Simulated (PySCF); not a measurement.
Sn(OH)(NH2) (H3NOSn), SMILES [NH2][Sn][OH] (connectivity only; charge and spin as stated), neutral, multiplicity 1.

Coordinates come from a B3LYP-D3(BJ)/def2-TZVP optimisation. The def2 effective core potentials stand for the cores of Sn; spin–orbit coupling is left out. Other conformers were not sampled.

Calculation: r2SCAN/def2-TZVPD run with PySCF.

Symmetry labels are those of the subgroup Cs that the program uses (full group Cs).

Computed valence orbital energies around the gap with their symmetry:
```
orbital  symmetry  energy (eV)
-------  --------  -----------
HOMO−7         A'       -21.42
HOMO−6         A'       -12.61
HOMO−5         A'       -12.13
HOMO−4         A'       -10.79
HOMO−3         A'        -7.73
HOMO−2         A"        -7.38
HOMO−1         A'        -6.65
HOMO           A"        -6.26
LUMO           A"        -2.21
LUMO+1         A'        -0.51
LUMO+2         A'        -0.11
LUMO+3         A'         1.17
```
